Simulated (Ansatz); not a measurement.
Consider the homolysis of the C–In bond: `C[CH2][In]([Cl])[CH](C)C` → `C[CH]C`• + `C[CH2][In][Cl]`•.

Isolated molecules relaxed with PBE0-D4/def2-TZVP in Ansatz; ΔE leaves out vibrations. CBS: MP2 limit from def2 TZ/QZ plus the TZ coupled-cluster correction, frozen cores. DFT in def2-TZVPP. B3LYP here is the variant with VWN-RPA as its local correlation; programs differ in this. No spin–orbit coupling; open shells (•) take unrestricted orbitals. Elements past krypton have def2 core potentials. For In outer-core shells are correlated without core-valence functions, which leaves a few kJ/mol of doubt a bond. One conformer a species, not always the lowest.

```
             level  ΔE (kJ/mol)  difference from CCSD(T)/CBS
            PBE-D4        208.7                        -36.8
         r2SCAN-D4        194.7                        -50.8
           PBE0-D4        212.3                        -33.2
          B3LYP-D4        195.6                        -49.9
           ωB97X-V        235.1                        -10.4
           ωB97M-V        231.7                        -13.8
            B2PLYP        207.2                        -38.3
               PBE        197.2                        -48.3
            r2SCAN        191.0                        -54.5
              PBE0        201.9                        -43.6
             B3LYP        177.7                        -67.8
     HF/def2-TZVPP        109.2                       -136.3
    MP2/def2-TZVPP        263.8                         18.3
SCS-MP2/def2-TZVPP        253.6                          8.1
   CCSD/def2-TZVPP        224.7                        -20.8
CCSD(T)/def2-TZVPP        237.8                         -7.7
     HF/def2-QZVPP        108.9                       -136.6
    MP2/def2-QZVPP        268.1                         22.6
SCS-MP2/def2-QZVPP        258.9                         13.4
      HF/CBS(def2)        108.9                       -136.6
     MP2/CBS(def2)        271.5                         26.0
    CCSD/CBS(def2)        232.4                        -13.1
       CCSD(T)/CBS        245.5                            0
```

Largest T1 diagnostic among the species: 0.016.

The D4 term adds +17.9 kJ/mol with B3LYP and +10.4 kJ/mol with PBE0; it sums over pairs of atoms, weighted by their polarisabilities, and B3LYP, whose exchange is more repulsive, gets the larger term. From PBE to PBE0 (25 % exact exchange), in def2-TZVPP and without D4, ΔE moves by +4.7 kJ/mol. In def2-TZVPP, CCSD(T) changes the Hartree–Fock value by +128.6 kJ/mol (the triples alone add +13.1 kJ/mol) and MP2 by +154.6 kJ/mol; breaking electron pairs costs correlation energy, which Hartree–Fock lacks.
